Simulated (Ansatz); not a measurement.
Geometry optimisation of C$_{2}$H$_{6}$ClFGe, SMILES `C[CH2][GeH]([F])[Cl]`.

```yaml
crystal:
  periodic: [false, false, false]
  atoms:
    - {symbol: C, position_ang: [-0.486395, 1.376070, 0.210067]}
    - {symbol: C, position_ang: [-0.440665, -0.099330, 0.619800]}
    - {symbol: Ge, position_ang: [0.824988, -1.140047, -0.446253]}
    - {symbol: F, position_ang: [0.760639, -2.814009, 0.088579]}
    - {symbol: Cl, position_ang: [0.157106, -1.128860, -2.517098]}
    - {symbol: H, position_ang: [-1.225868, 1.936048, 0.817477]}
    - {symbol: H, position_ang: [-0.771537, 1.489614, -0.855338]}
    - {symbol: H, position_ang: [0.496562, 1.872582, 0.347256]}
    - {symbol: H, position_ang: [-0.142753, -0.228174, 1.681936]}
    - {symbol: H, position_ang: [-1.425872, -0.594589, 0.496879]}
    - {symbol: H, position_ang: [2.319095, -0.726206, -0.422703]}
basis:
  gaussian: {orbitals: def2-TZVP}
hamiltonian: {xc: pbe0, dispersion: d4}
relax: {f_tol: 0.005, max_steps: 150}
```

```sh
$ ansatz run in.yaml --threads 2 --pin off --events-out ev --progress --plain --max-ram 22528MiB --backend cuda --devices 0, --max-vram 18GiB
```

It prints (some lines left out):

```
Functional definition: PBE0
mean field -73918.15735457 eV, -2716.4421792539 hartree, gradient 2.0e-5 eV, S^2 0.000000; 0 other end points of the search recorded, 0 dependent functions left out
relax step   1: F+E_penalty+E_count = -73918.36191075 eV  Δ(F+E_penalty+E_count) = +0.000e0 eV  max|allowed force component| = 6.130e-1 eV/Å  Δτ_max = 0.0000 Å  (28 SCF iters, accepted)
mean field -73918.19767246 eV, -2716.4436609088 hartree, gradient 2.6e-5 eV, S^2 0.000000; 0 other end points of the search recorded, 0 dependent functions left out
relax step   2: F+E_penalty+E_count = -73918.40324720 eV  Δ(F+E_penalty+E_count) = -4.134e-2 eV  max|allowed force component| = 2.738e-1 eV/Å  Δτ_max = 0.0362 Å  (30 SCF iters, accepted)
mean field -73918.20117640 eV, -2716.4437896764 hartree, gradient 2.6e-5 eV, S^2 0.000000; 0 other end points of the search recorded, 0 dependent functions left out
relax step   3: F+E_penalty+E_count = -73918.40681749 eV  Δ(F+E_penalty+E_count) = -3.570e-3 eV  max|allowed force component| = 1.064e-1 eV/Å  Δτ_max = 0.0322 Å  (30 SCF iters, accepted)
mean field -73918.20215393 eV, -2716.4438255998 hartree, gradient 2.6e-5 eV, S^2 0.000000; 0 other end points of the search recorded, 0 dependent functions left out
relax step   4: F+E_penalty+E_count = -73918.40783232 eV  Δ(F+E_penalty+E_count) = -1.015e-3 eV  max|allowed force component| = 2.995e-2 eV/Å  Δτ_max = 0.0174 Å  (30 SCF iters, accepted)
mean field -73918.20225083 eV, -2716.4438291611 hartree, gradient 2.6e-5 eV, S^2 0.000000; 0 other end points of the search recorded, 0 dependent functions left out
relax step   5: F+E_penalty+E_count = -73918.40788710 eV  Δ(F+E_penalty+E_count) = -5.477e-5 eV  max|allowed force component| = 9.733e-3 eV/Å  Δτ_max = 0.0029 Å  (31 SCF iters, accepted)
mean field -73918.20230969 eV, -2716.4438313242 hartree, gradient 2.6e-5 eV, S^2 0.000000; 0 other end points of the search recorded, 0 dependent functions left out
relax step   6: F+E_penalty+E_count = -73918.40791883 eV  Δ(F+E_penalty+E_count) = -3.173e-5 eV  max|allowed force component| = 6.981e-3 eV/Å  Δτ_max = 0.0045 Å  (31 SCF iters, accepted)
mean field -73918.20234880 eV, -2716.4438327613 hartree, gradient 2.6e-5 eV, S^2 0.000000; 0 other end points of the search recorded, 0 dependent functions left out
relax step   7: F+E_penalty+E_count = -73918.40795036 eV  Δ(F+E_penalty+E_count) = -3.153e-5 eV  max|allowed force component| = 7.290e-3 eV/Å  Δτ_max = 0.0076 Å  (31 SCF iters, accepted)
mean field -73918.20232957 eV, -2716.4438320548 hartree, gradient 2.6e-5 eV, S^2 0.000000; 0 other end points of the search recorded, 0 dependent functions left out
relax step   8: F+E_penalty+E_count = -73918.40798633 eV  Δ(F+E_penalty+E_count) = -3.597e-5 eV  max|allowed force component| = 9.153e-3 eV/Å  Δτ_max = 0.0105 Å  (30 SCF iters, accepted)
mean field -73918.20230387 eV, -2716.4438311101 hartree, gradient 2.6e-5 eV, S^2 0.000000; 0 other end points of the search recorded, 0 dependent functions left out
relax step   9: F+E_penalty+E_count = -73918.40800605 eV  Δ(F+E_penalty+E_count) = -1.972e-5 eV  max|allowed force component| = 3.318e-3 eV/Å  Δτ_max = 0.0110 Å  (31 SCF iters, accepted)
mean field -73918.20230387 eV, -2716.4438311101 hartree, gradient 2.6e-5 eV, S^2 0.000000; 1 other end points of the search recorded, 0 dependent functions left out
Total energy: -73918.40803680 eV, -2716.4513916561 hartree
Atom 0 at    -0.493777     1.367765     0.204763 Å, force    -0.001918     0.000933    -0.000163 eV/Å
Atom 1 at    -0.426427    -0.096314     0.617575 Å, force     0.001892     0.001887     0.002641 eV/Å
Atom 2 at     0.820129    -1.130842    -0.443807 Å, force     0.003318    -0.002112    -0.001660 eV/Å
Atom 3 at     0.715651    -2.787851     0.063278 Å, force    -0.000530     0.001750    -0.000940 eV/Å
Atom 4 at     0.204093    -1.110531    -2.499936 Å, force    -0.002463    -0.000232    -0.000276 eV/Å
Atom 5 at    -1.210704     1.911209     0.824294 Å, force     0.000574     0.000029    -0.001105 eV/Å
Atom 6 at    -0.807335     1.474622    -0.835815 Å, force     0.001633    -0.001851     0.001443 eV/Å
Atom 7 at     0.473306     1.865533     0.312863 Å, force    -0.001637     0.000175    -0.000557 eV/Å
Atom 8 at    -0.119345    -0.206167     1.661751 Å, force    -0.000567    -0.001947    -0.001419 eV/Å
Atom 9 at    -1.397534    -0.587069     0.515545 Å, force     0.000489     0.001242    -0.000542 eV/Å
Atom 10 at     2.307244    -0.757258    -0.399909 Å, force    -0.000791     0.000126     0.002578 eV/Å
Dipole moment:    -0.022186     0.546490     0.359299 e Å
```

Hardware: 2 threads of an AMD EPYC 7R13 on a shared host and a share of an NVIDIA H100 80 GB. Wall time 16 s, peak host memory 0.92 GiB.
